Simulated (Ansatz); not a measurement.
Harmonic frequencies (cm⁻¹) at PBE0-D4/def2-TZVP from Ansatz: 245, 274, 347, 392, 499, 641, 644, 710, 767, 836, 984, 1140, 1202, 1208, 1244, 1391, 1503, 1649, 1768, 3160, 3521, 3586, 3609, 3862.

Each molecule was computed in one conformer, which needn't be the lowest.

Task: Which molecule is it?
A. `OC1(Cl)C[SiH2]1`
B. `NCOC=O`
C. `COC(=N)O`
D. `NC=C(O)O`

Result: D.
